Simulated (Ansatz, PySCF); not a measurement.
System: sum formula BPH$_{3}$, net charge 0, doublet state. It need not be the lowest isomer of its formula. SMILES: B[PH]
Structure (B3LYP-D3(BJ)/def2-TZVP (Ansatz, a program for electronic structure) minimum search):
```
B
H 1 1.1911
H 1 1.1923 2 119.35
P 1 1.8822 2 120.50 3 -174.07
H 4 1.4238 1 96.61 2 -142.94
```
Charge 0, spin multiplicity 2.

Property: atomisation energy (electronic, to ground-state atoms), in eV. Cores are frozen in the correlated levels unless marked. Open shells are spin-unrestricted. Spin-orbit coupling is left out. Non-relativistic. The coupled-cluster limit lacks core correlation, which all-electron functionals hold. CBS(X,Y): correlation extrapolated as X^-3; Hartree-Fock from the larger set.

```csv
level,program,atomisation energy (eV)
HF-D3(BJ)/def2-TZVPD,PySCF + dftd3,11.47
BP86-D3(BJ)/def2-TZVPD,PySCF + dftd3,14.91
```

Question: Estimate the value at CCSD(T)/CBS(cc-pV(T+d)Z,cc-pV(Q+d)Z) as computed with Ansatz.

Answer: 14.18 eV
